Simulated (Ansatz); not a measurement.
System: C₃H₃O, net charge 0, doublet state. It need not be the lowest isomer of its formula. SMILES: C#C[CH]O
Coordinates optimised at B3LYP-D3(BJ)/def2-TZVP (Ansatz, a quantum-chemistry and plane-wave program):
```xyz
7

C      1.9014    -0.0522    -0.0944
C      0.7009    -0.2525    -0.0228
C     -0.6514    -0.4564     0.0567
O     -1.5576     0.5605     0.0508
H      2.9487     0.1121    -0.1563
H     -1.1051    -1.4320     0.1300
H     -1.0887     1.4026    -0.0164
```
Charge 0, spin multiplicity 2.

Atomisation energy built up term by term with Ansatz (kcal/mol; UHF references for open shells; valence terms freeze the core; atomic spin-orbit terms are left out). Basis-set limits of correlation are two-point, X^-3; Hartree-Fock from the larger set.

The UHF reference is spin-contaminated (<S^2> 0.20 over the pure value in the largest basis). 

```csv
term,basis,kcal/mol
Hartree-Fock,cc-pVQZ,498.95
CCSD correlation,"CBS(cc-pVTZ,cc-pVQZ)",189.91
(T),"CBS(cc-pVTZ,cc-pVQZ)",16.21
core correlation,cc-pwCVTZ,3.83
scalar relativity (X2C),cc-pVTZ-DK against cc-pVTZ,-0.73
sum: De,,708.2
```

(T) makes 2.3 % of the CCSD(T) atomisation energy; under 5 % is typical of single-reference molecules.
